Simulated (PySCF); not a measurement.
CH₄ClFOSi₂, SMILES [SiH2](F)C([SiH2]Cl)=O.

Geometry: PBE0-D3(BJ)/def2-SVP. The structure was generated by enumeration, and PubChem lists no compound with its InChIKey, so it may never have been made. Other conformers were not sampled.

Two levels are set side by side: TDDFT-PBE/def2-SVPD (PySCF) and TDDFT-B3LYP/def2-SVPD (PySCF). Vertical, same geometry. The lowest singlet is HOMO→LUMO 100 % with PBE and HOMO→LUMO 99 % with the other functional; states are paired by order. Differences are taken from unrounded values.

```tsv
quantity	TDDFT-B3LYP
lowest singlet excitation (eV)	2.44
lowest triplet excitation (TDA) (eV)	1.80
first bright state (f over 0.05) (eV)	6.42
its oscillator strength	0.22
```

Q: What does TDDFT-PBE give, and how far is it from TDDFT-B3LYP? (Estimate from the structure and the level; the computed values follow.)

A: 
```csv
quantity,TDDFT-PBE,TDDFT-PBE minus TDDFT-B3LYP
lowest singlet excitation (eV),2.32,-0.12
lowest triplet excitation (TDA) (eV),1.66,-0.13
first bright state (f over 0.05) (eV),5.72,-0.71
its oscillator strength,0.11,-0.11
```

Functionals without exact exchange tend to place singlet excitations lower, as here. Differences between two approximate levels are no errors against the true value.

Rough cost on one machine, each run with all the roots and properties that it gave: TDDFT-B3LYP against TDDFT-PBE about 4 times.
